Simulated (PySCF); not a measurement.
Cost of excited-state runs on SMILES CB(C)c1ccc(F)n1C, C$_{7}$H$_{11}$BFN

Structure with atom numbers: `[CH3:1][B:2]([CH3:3])[c:4]1[cH:5][cH:6][c:7]([F:8])[n:9]1[CH3:10]`. Hydrogens are named by the atom that carries them.

PySCF with density fitting, on 1 thread of an Arm Neoverse V1, shared host. Command: `OMP_NUM_THREADS=1 python excited_run.py task.json out`

Question: How long does each of these runs take, and how much memory?
- first hyperpolarisability, CAM-B3LYP/aug-cc-pVDZ; usual settings
- excited states, wB97X-D/aug-cc-pVDZ; Tamm-Dancoff; spin-orbit couplings; 6 states; 5 triplets; quadratic response for 4 states
- excited states, CAM-B3LYP/aug-cc-pVDZ; two-photon moments; 8 states; quadratic response for 6 states; 0 triplets

Answer: 
| run | level | basis functions | wall time | peak memory (GiB) |
| --- | --- | --- | --- | --- |
| first hyperpolarisability | CAM-B3LYP/aug-cc-pVDZ | 329 | 2 min | 1.5 |
| excited states | wB97X-D/aug-cc-pVDZ | 329 | 2.1 min | 1.4 |
| excited states | CAM-B3LYP/aug-cc-pVDZ | 329 | 2.8 min | 1.5 |

Times from a shared host are rough.
